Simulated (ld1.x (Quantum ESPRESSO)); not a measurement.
## Pt (Z = 78), PAW: configuration errors across variants

ld1.x (Quantum ESPRESSO) 7.5 input, shortened:

```
&input
   title='Pt', zed=78., rel=2, dft='PBE', iswitch=3,
   config='[Xe] 4f14 5d9 6s0 6p0', rel_dist='average'
 /
 &inputp
   pseudotype=3, lpaw=.true., tm=.true., lloc=-1, rcloc=1.80,
   nlcc=.true., rcore=1.75,
   which_augfun='BESSEL', rmatch_augfun=1.60
 /
6
6S  1  0   0.00   0.00  2.40  2.55  0.0
6S  1  0   0.00  -0.50  2.40  2.55  0.0
6P  2  1   0.00   0.00  2.55  3.25  0.0
6P  2  1   0.00   0.30  2.55  3.25  0.0
5D  3  2   9.00   0.00  1.85  2.10  0.0
5D  3  2   0.00   4.15  1.85  2.10  0.0
 &test
   configts(1)='5d9 6s0 6p0'
 /
```

Open shells are filled in proportion to 2j + 1 (rel_dist='average').

All-electron excitation energies from the reference (eV): (1) 5d9 6s1 6p0 -9.210; (2) 5d8 6s0 6p0 19.981; (3) 5d7 6s0 6p0 52.195; (4) 5d9 6s0.5 6p0 -5.508; (5) 5d8 6s1 6p0 1.982; (6) 5d8 6s1 6p1 -2.687; (7) 5d9 6s0 6p1 -4.208.

1 further variants failed, have other tests or too few solved ones, and are left out.

Errors AE − PS in meV (a dash: test not solved or not reliable):

```csv
change,(1),(2),(3),(4),(5),(6),(7),bound ghosts
base,-5.8,-32,-199,-1.4,-23,-18,-0.1,not determined
"all radii but the core radius scaled by about 0.86 (s 2.20, p 2.80, d 1.80 bohr, rcut 2.06/2.20/1.60); local potential all-electron potential smoothed inside 1.54 bohr (lloc = -1); augmentation BESSEL, radius 1.38 bohr",-2.0,-36,-205,-0.4,-28,-33,-0.2,not determined
"all radii but the core radius scaled by about 0.94 (s 2.40, p 3.06, d 1.98 bohr, rcut 2.26/2.40/1.74); local potential all-electron potential smoothed inside 1.70 bohr (lloc = -1); augmentation BESSEL, radius 1.50 bohr",-3.7,-34,-210,-0.9,-24,–,-0.4,not determined
"all radii but the core radius scaled by about 1.06 (s 2.70, p 3.44, d 2.22 bohr, rcut 2.54/2.70/1.96); local potential all-electron potential smoothed inside 1.90 bohr (lloc = -1); augmentation BESSEL, radius 1.70 bohr",-8.6,-29,-190,-1.9,-29,-27,+0.1,not determined
"all radii but the core radius scaled by about 1.27 (s 3.22, p 4.12, d 2.66 bohr, rcut 3.04/3.22/2.34); local potential all-electron potential smoothed inside 2.28 bohr (lloc = -1); augmentation BESSEL, radius 2.02 bohr",+5.8,-29,-183,+0.6,+50,+73,+0.8,not determined
"all radii but the core radius scaled by about 1.38 (s 3.52, p 4.50, d 2.90 bohr, rcut 3.32/3.52/2.56); local potential all-electron potential smoothed inside 2.48 bohr (lloc = -1); augmentation BESSEL, radius 2.22 bohr",-5.0,-72,-319,-1.7,+2.5,+12,-0.3,not determined
```

Q: Give the same row for: all radii but the core radius scaled by about 1.20 (s 3.06, p 3.90, d 2.52 bohr, rcut 2.88/3.06/2.22); local potential all-electron potential smoothed inside 2.16 bohr (lloc = -1); augmentation BESSEL, radius 1.92 bohr.

A: +16, -25, -174, +1.5, +269, +522, +0.7; bound ghosts: not determined.
